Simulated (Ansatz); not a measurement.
Nudged elastic band run: Al2FH3N, charge -1

input.yaml

```yaml
crystal:
  periodic: [false, false, false]
  atoms:
    - { symbol: F, position_ang: [-1.583974, -1.763179, -1.858906] }
    - { symbol: Al, position_ang: [-1.084305, -0.24101, -1.288038] }
    - { symbol: "N", position_ang: [0.005261, 0.019148, 0.009691] }
    - { symbol: Al, position_ang: [1.104149, 0.275574, 1.312026] }
    - { symbol: H, position_ang: [-1.822778, 0.86799, -2.19263] }
    - { symbol: H, position_ang: [0.663242, 0.439242, 2.871024] }
    - { symbol: H, position_ang: [2.718404, 0.402234, 1.146823] }
total_charge: -1
basis:
  gaussian: { orbitals: def2-SVP }
hamiltonian:
  xc: r2scan
neb:
  order_check: false
  images: 5
  f_tol: 0.05
  max_iterations: 60
  final_atoms:
    - { symbol: F, position_ang: [-1.59265704, -1.91114495, -1.9103042] }
    - { symbol: Al, position_ang: [-0.57882235, -1.24562793, -0.7069553] }
    - { symbol: "N", position_ang: [-0.4515967, 0.53284994, -0.5237004] }
    - { symbol: Al, position_ang: [0.74564626, 0.19243611, 0.880317] }
    - { symbol: H, position_ang: [-0.76983246, 1.43524659, -0.87878599] }
    - { symbol: H, position_ang: [2.33797054, 0.51458745, 0.71167583] }
    - { symbol: H, position_ang: [0.30929075, 0.48165178, 2.42774305] }
  initial_path:
    images:
      - { positions_ang: [[-1.583974, -1.763179, -1.858906], [-1.084305, -0.24101, -1.288038], [0.005261, 0.019148, 0.009691], [1.104149, 0.275574, 1.312026], [-1.822778, 0.86799, -2.19263], [0.663242, 0.439242, 2.871024], [2.718404, 0.402234, 1.146823]] }
      - { positions_ang: [[-1.72533574, -1.51734905, -2.02722284], [-1.06307882, -0.25266874, -1.26374441], [-0.00434126, -0.32625842, 0.01149125], [0.997591, 0.25955897, 1.18702133], [-1.28893114, 0.6613955, -1.56338222], [0.54213352, 0.6017915, 2.67454406], [2.54196144, 0.57352924, 0.98128284]] }
      - { positions_ang: [[-1.86669748, -1.2715191, -2.19553968], [-1.04185264, -0.26432748, -1.23945083], [-0.01394353, -0.67166483, 0.0132915], [0.891033, 0.24354393, 1.06201667], [-0.75508428, 0.454801, -0.93413445], [0.42102503, 0.76434101, 2.47806411], [2.36551889, 0.74482449, 0.81574268]] }
      - { positions_ang: [[-2.00805922, -1.02568915, -2.36385653], [-1.02062646, -0.27598623, -1.21515724], [-0.02354579, -1.01707125, 0.01509174], [0.78447501, 0.2275289, 0.937012], [-0.22123742, 0.24820649, -0.30488667], [0.29991655, 0.92689051, 2.28158417], [2.18907633, 0.91611973, 0.65020252]] }
      - { positions_ang: [[-1.86959183, -1.32084109, -2.21267242], [-0.87335842, -0.59920013, -1.04575659], [-0.16622943, -0.50043085, -0.16450564], [0.77153209, 0.2158313, 0.91811367], [-0.40410243, 0.64388653, -0.49618644], [0.97926788, 0.78945616, 1.75828139], [1.56248114, 0.77129708, 1.24271603]] }
      - { positions_ang: [[-1.73112443, -1.61599302, -2.06148831], [-0.72609038, -0.92241403, -0.87635594], [-0.30891307, 0.01620954, -0.34410302], [0.75858918, 0.20413371, 0.89921534], [-0.58696745, 1.03956656, -0.68748621], [1.65861921, 0.6520218, 1.23497861], [0.93588594, 0.62647443, 1.83522954]] }
      - { positions_ang: [[-1.59265704, -1.91114495, -1.9103042], [-0.57882235, -1.24562793, -0.7069553], [-0.4515967, 0.53284994, -0.5237004], [0.74564626, 0.19243611, 0.880317], [-0.76983246, 1.43524659, -0.87878599], [2.33797054, 0.51458745, 0.71167583], [0.30929075, 0.48165178, 2.42774305]] }
```

Run as:

```bash
$ ansatz run input.yaml --threads 2 --pin off --max-ram 3072MiB --backend cpu --events-out ev --progress --plain --runs-dir out
```

Output, in part (warnings, iteration lines, the closing report on the highest movable image, with atoms numbered from 0; the dipole of an ion depends on the origin):

```
NEB end point (image 0): max|allowed force component| = 1.361e-2 eV/Å (the criterion of neb.relax_end_points is 1.000e-2)
NEB end point (image 6): max|allowed force component| = 1.210e-2 eV/Å (the criterion of neb.relax_end_points is 1.000e-2)
NEB iter   1: max|band force component| = 6.526e1 eV/Å  barrier→ = 34.1013 eV  barrier← = 34.0358 eV  Δτ_max = 0.1968 Å  (216 SCF iters)
NEB iter   2: max|band force component| = 2.097e1 eV/Å  barrier→ = 16.2126 eV  barrier← = 16.1471 eV  Δτ_max = 0.1956 Å  (182 SCF iters)
NEB iter   3: max|band force component| = 1.232e1 eV/Å  barrier→ = 11.1291 eV  barrier← = 11.0636 eV  Δτ_max = 0.2000 Å  (168 SCF iters)
NEB iter   4: max|band force component| = 6.535e0 eV/Å  barrier→ = 7.2981 eV  barrier← = 7.2325 eV  Δτ_max = 0.2000 Å  (184 SCF iters)
NEB iter   5: max|band force component| = 3.721e0 eV/Å  barrier→ = 4.2843 eV  barrier← = 4.2188 eV  Δτ_max = 0.1998 Å  (178 SCF iters)
NEB iter   6: max|band force component| = 6.261e0 eV/Å  barrier→ = 3.0900 eV  barrier← = 3.0245 eV  Δτ_max = 0.1001 Å  (165 SCF iters)
NEB iter   7: max|band force component| = 2.045e0 eV/Å  barrier→ = 2.1894 eV  barrier← = 2.1239 eV  Δτ_max = 0.2000 Å  (153 SCF iters)
NEB iter   8: max|band force component| = 1.635e0 eV/Å  barrier→ = 1.5858 eV  barrier← = 1.5203 eV  Δτ_max = 0.2000 Å  (167 SCF iters)
NEB iter   9: max|band force component| = 9.497e-1 eV/Å  barrier→ = 1.1396 eV  barrier← = 1.0740 eV  Δτ_max = 0.2000 Å  (172 SCF iters)
NEB iter  10: max|band force component| = 7.125e-1 eV/Å  barrier→ = 0.9565 eV  barrier← = 0.8910 eV  Δτ_max = 0.2000 Å  (165 SCF iters)
NEB iter  11: max|band force component| = 6.143e-1 eV/Å  barrier→ = 0.9083 eV  barrier← = 0.8427 eV  Δτ_max = 0.2000 Å  (158 SCF iters)
NEB iter  12: max|band force component| = 9.853e-1 eV/Å  barrier→ = 0.9046 eV  barrier← = 0.8390 eV  Δτ_max = 0.1008 Å  (156 SCF iters)
NEB iter  13: max|band force component| = 1.281e0 eV/Å  barrier→ = 0.9262 eV  barrier← = 0.8607 eV  CI = image 2  Δτ_max = 0.2000 Å  (147 SCF iters)
NEB iter  14: max|band force component| = 1.507e0 eV/Å  barrier→ = 1.2551 eV  barrier← = 1.1895 eV  CI = image 2  Δτ_max = 0.1984 Å  (163 SCF iters)
NEB iter  15: max|band force component| = 1.329e0 eV/Å  barrier→ = 1.6826 eV  barrier← = 1.6170 eV  CI = image 2  Δτ_max = 0.2000 Å  (167 SCF iters)
NEB iter  16: max|band force component| = 1.336e0 eV/Å  barrier→ = 2.0211 eV  barrier← = 1.9556 eV  CI = image 2  Δτ_max = 0.2000 Å  (165 SCF iters)
NEB iter  17: max|band force component| = 9.372e-1 eV/Å  barrier→ = 2.1842 eV  barrier← = 2.1187 eV  CI = image 2  Δτ_max = 0.1991 Å  (164 SCF iters)
NEB iter  18: max|band force component| = 1.196e0 eV/Å  barrier→ = 2.2330 eV  barrier← = 2.1674 eV  CI = image 2  Δτ_max = 0.1034 Å  (159 SCF iters)
NEB iter  19: max|band force component| = 4.194e-1 eV/Å  barrier→ = 2.2381 eV  barrier← = 2.1726 eV  CI = image 2  Δτ_max = 0.0979 Å  (148 SCF iters)
NEB iter  20: max|band force component| = 2.697e-1 eV/Å  barrier→ = 2.2205 eV  barrier← = 2.1550 eV  CI = image 2  Δτ_max = 0.0473 Å  (148 SCF iters)
NEB iter  21: max|band force component| = 1.963e-1 eV/Å  barrier→ = 2.2077 eV  barrier← = 2.1421 eV  CI = image 2  Δτ_max = 0.0797 Å  (148 SCF iters)
NEB iter  22: max|band force component| = 2.530e-1 eV/Å  barrier→ = 2.1932 eV  barrier← = 2.1276 eV  CI = image 2  Δτ_max = 0.0399 Å  (147 SCF iters)
NEB iter  23: max|band force component| = 1.669e-1 eV/Å  barrier→ = 2.1870 eV  barrier← = 2.1215 eV  CI = image 2  Δτ_max = 0.0398 Å  (151 SCF iters)
NEB iter  24: max|band force component| = 7.640e-2 eV/Å  barrier→ = 2.1823 eV  barrier← = 2.1168 eV  CI = image 2  Δτ_max = 0.0796 Å  (141 SCF iters)
NEB iter  25: max|band force component| = 2.157e-1 eV/Å  barrier→ = 2.1787 eV  barrier← = 2.1132 eV  CI = image 2  Δτ_max = 0.0395 Å  (140 SCF iters)
NEB iter  26: max|band force component| = 1.043e-1 eV/Å  barrier→ = 2.1779 eV  barrier← = 2.1124 eV  CI = image 2  Δτ_max = 0.0788 Å  (143 SCF iters)
NEB iter  27: max|band force component| = 7.348e-2 eV/Å  barrier→ = 2.1780 eV  barrier← = 2.1125 eV  CI = image 2  Δτ_max = 0.0629 Å  (137 SCF iters)
NEB iter  28: max|band force component| = 7.562e-2 eV/Å  barrier→ = 2.1772 eV  barrier← = 2.1117 eV  CI = image 2  Δτ_max = 0.0200 Å  (139 SCF iters)
NEB iter  29: max|band force component| = 8.052e-2 eV/Å  barrier→ = 2.1772 eV  barrier← = 2.1116 eV  CI = image 2  Δτ_max = 0.0100 Å  (121 SCF iters)
NEB iter  30: max|band force component| = 5.671e-2 eV/Å  barrier→ = 2.1771 eV  barrier← = 2.1116 eV  CI = image 2  Δτ_max = 0.0100 Å  (119 SCF iters)
NEB iter  31: max|band force component| = 2.546e-2 eV/Å  barrier→ = 2.1771 eV  barrier← = 2.1116 eV  CI = image 2  Δτ_max = 0.0000 Å  (261 SCF iters)
Total energy: -17440.30487088 eV, -640.9193825417 hartree
Atom 0 at    -1.603541    -1.872939    -2.187409 Å, force    -0.000849    -0.001234     0.000434 eV/Å
Atom 1 at    -1.124839    -0.336568    -1.621425 Å, force     0.001461     0.005720     0.003348 eV/Å
Atom 2 at    -0.139620    -0.126524    -0.161884 Å, force    -0.004491     0.001904    -0.005100 eV/Å
Atom 3 at     1.020429     0.293114     1.088093 Å, force     0.000246     0.000476     0.002430 eV/Å
Atom 4 at    -1.361401     0.907204    -0.542613 Å, force     0.003607    -0.007094    -0.000391 eV/Å
Atom 5 at     0.590570     1.108920     2.418548 Å, force     0.000029     0.000482    -0.000601 eV/Å
Atom 6 at     2.618401     0.026792     1.006679 Å, force    -0.000002    -0.000253    -0.000120 eV/Å
Dipole moment:     0.022392    -0.189038    -0.036240 e Å
```

It converged. The profile has 2 maxima (images 2, 5) with wells between them (image 4): this band takes more than one step, which may be the mechanism or a detour left from its start path. Neighbouring images differ by up to 2.1 eV, so the band resolves the path poorly. A vibrational analysis at the climbing image gives one clearly imaginary mode, 1217i cm⁻¹: a first-order saddle point. The orbitals stay closed-shell, which can raise the energy where a bond breaks towards radicals; this wasn't checked here. Limits of this set-up: an anion without diffuse functions.

Final band (atoms are numbered from 1 in the order of the input):

| image | path coordinate (Å) | energy (kJ/mol) | Al2–H5 (Å) | Al2–Al4 (Å) | N3–H5 (Å) |
| --- | --- | --- | --- | --- | --- |
| 0 | 0.00 | 0.0 | 1.61 | 3.44 | 2.99 |
| 1 | 1.28 | 12.1 | 1.60 | 3.32 | 2.90 |
| 2 | 2.55 | 210.1 | 1.66 | 3.51 | 1.65 |
| 3 | 3.74 | 33.2 | 2.41 | 3.44 | 1.03 |
| 4 | 4.94 | 15.1 | 2.46 | 3.35 | 1.03 |
| 5 | 6.13 | 23.3 | 2.56 | 2.87 | 1.02 |
| 6 | 7.32 | 6.3 | 2.69 | 2.52 | 1.02 |

The run took 2.7 min on 2 threads of Intel(R) Xeon(R) 6975P-C (Granite Rapids), with other jobs on the host, peak memory 0.16 GiB.
